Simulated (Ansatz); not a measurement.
Relaxation of the cluster Cu3Sn2⁺ with RKS PBE-D4/def2-SVP.

```sh
$ ansatz run in.yaml --threads 4 --pin off --events-out ev --progress --plain --max-ram 4787MiB
```

```yaml
crystal:
  periodic: [false, false, false]
  atoms:
    - {symbol: Cu, position_ang: [-0.665880, -0.778170, -0.968030]}
    - {symbol: Cu, position_ang: [-1.398700, 1.464580, -0.407580]}
    - {symbol: Cu, position_ang: [0.970890, 0.939710, -0.384540]}
    - {symbol: Sn, position_ang: [-0.515820, 0.001450, 1.423090]}
    - {symbol: Sn, position_ang: [1.609520, -1.627570, 0.337060]}
basis:
  gaussian: {orbitals: def2-SVP}
total_charge: 1
hamiltonian: {xc: pbe, dispersion: d4}
scf: {lower_state_search: "off"}
output: {orbitals: {seedname: orbitals}}
relax: {f_tol: 0.02, max_steps: 100}
```

It took 13 s on 4 threads of Arm Neoverse V1 on a shared host.

Positions (Å) and forces (eV/Å) at steps 1, 2, 3, 4, 5 of 5:

```xyz
5
step=1 energy=-145543.5705 eV
Cu   -0.666   -0.778   -0.968   -0.080   -0.459   -0.339
Cu   -1.399    1.465   -0.408   -0.333    0.359   -0.126
Cu    0.971    0.940   -0.385    0.518    0.209   -0.117
Sn   -0.516    0.001    1.423   -0.325    0.061    0.751
Sn    1.610   -1.628    0.337    0.220   -0.169   -0.170
5
step=2 energy=-145543.6190 eV
Cu   -0.664   -0.799   -0.960    0.004   -0.226    0.005
Cu   -1.407    1.479   -0.432   -0.113    0.130   -0.067
Cu    0.988    0.939   -0.369    0.204    0.006    0.080
Sn   -0.567    0.034    1.475    0.091   -0.095    0.041
Sn    1.650   -1.653    0.286   -0.186    0.185   -0.059
5
step=3 energy=-145543.6324 eV
Cu   -0.667   -0.821   -0.954   -0.008   -0.097    0.037
Cu   -1.406    1.481   -0.443   -0.018    0.018    0.000
Cu    1.005    0.944   -0.356    0.075    0.003    0.067
Sn   -0.564    0.030    1.483    0.023    0.000   -0.059
Sn    1.633   -1.634    0.270   -0.071    0.077   -0.045
5
step=4 energy=-145543.6379 eV
Cu   -0.686   -0.852   -0.927    0.002   -0.011   -0.002
Cu   -1.390    1.474   -0.469   -0.009    0.011   -0.008
Cu    1.023    0.954   -0.315    0.012    0.000    0.001
Sn   -0.575    0.041    1.485    0.017   -0.017    0.005
Sn    1.628   -1.617    0.226   -0.021    0.018    0.005
5
step=5 energy=-145543.6380 eV
Cu   -0.687   -0.854   -0.929    0.001    0.001    0.002
Cu   -1.390    1.474   -0.468    0.000    0.000    0.001
Cu    1.025    0.956   -0.316   -0.001   -0.002    0.001
Sn   -0.572    0.038    1.485    0.000    0.001   -0.003
Sn    1.625   -1.614    0.228    0.000    0.000   -0.001
```

In the def2 sets Sn takes a core potential; there is no spin–orbit coupling. The restricted singlet is unstable towards broken spin symmetry in Hartree–Fock (as tested in another run); at PBE-D4/def2-SVP this wasn't settled. The relaxation made no stability test and no search for a lower SCF solution. No other spin state of charge 1 was run. Another isomer (singlet) lies 0.15 eV lower at PBE0-D4/def2-TZVP; other spin states weren't run for this one.
